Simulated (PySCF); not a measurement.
As⁺: excitation energy

As⁺ [Ar] 3d10 4s2 4p2 (3P) → As⁺ [Ar] 3d10 4s1 4p2 5s1 (5P), as a difference of total energies. All numbers are calculated (PySCF 2.14, scalar relativity through the core potential, in aug-cc-pVTZ-PP with one added diffuse shell each of s, d, f type with ECP10MDF (7s5p5d3f, 68 functions)). Correlated levels: valence: 3s2 3p6 3d10 frozen. The calculations carry no spin-orbit coupling.

```json
{"method": "UHF", "excitation energy (eV)": "15.801"}
{"method": "LDA", "excitation energy (eV)": "18.133"}
{"method": "PBE", "excitation energy (eV)": "17.798"}
{"method": "PBE0", "excitation energy (eV)": "17.576"}
{"method": "r2SCAN", "excitation energy (eV)": "17.607"}
{"method": "BP86", "excitation energy (eV)": "17.890"}
{"method": "PBEsol", "excitation energy (eV)": "17.754"}
{"method": "B3LYP", "excitation energy (eV)": "18.104"}
{"method": "MP2 (valence)", "excitation energy (eV)": "16.840"}
{"method": "SCS-MP2 (valence)", "excitation energy (eV)": "17.217"}
```

**Question.** How much does correlation contribute at MP2 (valence)?

**Answer.** 16.840 − (15.801) = 1.039 eV, measured against UHF.

The promoted electron is Rydberg-like, and one or two diffuse shells describe it only roughly, which tends to raise the upper state.
